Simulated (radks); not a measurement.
The numbers below are computed, except where a source is named.
Excited configurations of Tm+: one electron is placed in a higher orbital outside [Xe] 4f13. The ground configuration is [Xe] 4f13 6s1. Code: a radial shooting solver on a logarithmic mesh with Libxc functionals. Model: Dirac Kohn-Sham, PBE, spin-unpolarised, spherical densities, point nucleus; open shells fill j = l - 1/2 first. Excitation = E - E(ground); binding = E(ion) - E, where the ion is the core of charge +2; n* = 2/sqrt(2 binding) in atomic units, and the quantum defect is n - n*.

5d3/2: excitation (eV) 2.587; binding (eV) 9.513; n* 2.392; quantum defect 2.608; eigenvalue (eV) -5.753; <r> (bohr) 2.939
5f5/2: excitation (eV) 8.608; binding (eV) 3.492; n* 3.948; quantum defect 1.052; eigenvalue (eV) -2.486; <r> (bohr) 8.735
6p1/2: excitation (eV) 3.379; binding (eV) 8.721; n* 2.498; quantum defect 3.502; eigenvalue (eV) -6.470; <r> (bohr) 4.457
6d3/2: excitation (eV) 7.363; binding (eV) 4.737; n* 3.390; quantum defect 2.610; eigenvalue (eV) -3.543; <r> (bohr) 7.457
6f5/2: excitation (eV) 9.749; binding (eV) 2.351; n* 4.811; quantum defect 1.189; eigenvalue (eV) -1.789; <r> (bohr) 14.91
7s1/2: excitation (eV) 6.411; binding (eV) 5.690; n* 3.093; quantum defect 3.907; eigenvalue (eV) -4.500; <r> (bohr) 7.464
7p1/2: excitation (eV) 7.512; binding (eV) 4.588; n* 3.444; quantum defect 3.556; eigenvalue (eV) -3.585; <r> (bohr) 8.829
7d3/2: excitation (eV) 9.184; binding (eV) 2.916; n* 4.320; quantum defect 2.680; eigenvalue (eV) -2.275; <r> (bohr) 13.11
7f5/2: excitation (eV) 10.422; binding (eV) 1.678; n* 5.694; quantum defect 1.306; eigenvalue (eV) -1.319; <r> (bohr) 22.43

The Delta-SCF ionisation energy is 12.100 eV (NIST Atomic Spectra Database: 12.07 eV, semi-empirical). Self-interaction in the functional shifts the binding energies and quantum defects, so they are the method's values and not measured ones. Spin polarisation and multiplet splitting are left out, so open shells lie too high by an amount that depends on their filling.

Beside tabulated values, note that spin-unpolarised runs miss the spin-polarisation part of the exchange energy of open shells.
